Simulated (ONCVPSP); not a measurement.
**Potentials for cobalt (Co) compared**

Generated with ld1.x 7.5 (TM, RRKJ, ultrasoft, PAW), atompaw 4.2 or ONCVPSP 4.0.1. The cutoff is in Ry: for ld1.x and atompaw files where the sum of valence levels is converged to 10 mRy in a Bessel basis, for ONCV files where the hardest occupied wave has 1 mHa per electron of residual kinetic energy. The error is the largest all-electron minus pseudo excitation energy over each file’s own four to seven test configurations (ionisations up to +4, promotions, holes and added fractions of an electron), all of which were solved. The labels leave out finer settings (local radius, basis sizes, second energies), which also bear on the numbers. Spin-polarised tests are not counted. The rows are a selection from randomly drawn settings: files with unsolved tests, undetermined cutoffs or missed reference levels are left out.

A true bound ghost makes a file unfit for plane-wave use even where its test errors are small: the radial tests pick states by their node count and pass the ghost by.

| potential | cutoff (Ry) | largest error (meV) | bound ghosts |
| --- | --- | --- | --- |
| ONCV, LDA (Perdew-Wang 92), scalar-relativistic, rc 1.10/0.90/1.55 (spd), local smoothed, core correction yes, reference 3s2 3p6 3d7 4s2, qcut 8.7/10.3/11.7, projectors 2/2/2 | 95 | +18 | none |
| ONCV, BLYP, scalar-relativistic, rc 1.35/1.10/1.20/1.15 (spdf), local smoothed, core correction yes, reference 3s2 3p6 3d7 4s1, qcut 11.2/15.4/11.8/8.8, projectors 2/1/2/2 | 121 | +7.9 | none |
| ONCV, PBEsol, scalar-relativistic, rc 1.15/1.00/1.30 (spd), local smoothed, core correction yes, reference 3s2 3p6 3d7 4s2, qcut 9/11.9/12.4, projectors 2/1/2 | 115 | -17 | none |
| ONCV, PBE, scalar-relativistic, rc 1.40/1.10/1.30 (spd), local smoothed, core correction yes, reference 3s2 3p6 3d7 4s2, qcut 11.3/13.4/13.4, projectors 3/2/3 | 127 | +19 | none |
| ONCV, PBE, scalar-relativistic, rc 1.35/0.85/0.85 (spd), local d, core correction yes, reference 3s2 3p6 3d7 4s2, qcut 11/9/20.6, projectors 2/2/0 | 275 | -7.6 | none |
| ONCV, LDA (Perdew-Wang 92), scalar-relativistic, rc 1.35/0.70/1.55 (spd), local smoothed, core correction yes, reference 3s2 3p6 3d7 4s1, qcut 9.3/9.7/8.4, projectors 2/2/2 | 223 | -552 | none |
| ONCV, BLYP, scalar-relativistic, rc 1.35/0.75/0.90 (spd), local smoothed, core correction yes, reference 3s2 3p6 3d7 4s2, qcut 7.7/12.3/20.8, projectors 3/2/2 | 258 | -8.3 | none |
| ONCV, LDA (Perdew-Wang 92), scalar-relativistic, rc 2.05/1.15/1.10 (spd), local smoothed, core correction no, reference 3p6 3d7.5 4s1.5, qcut 3.8/10.9/14.4, projectors 2/2/3 | 153 | -15 | s |

Fill in the row for Co: ONCV, LDA (Perdew-Wang 92), scalar-relativistic, rc 3.16/3.10/1.28 (spd), local d, core correction yes, reference 3d7 4s1.5, qcut 3.1/4.1/14.5, projectors 2/1/0.

cutoff 139 Ry, largest error -1635 meV, bound ghosts: s, p.
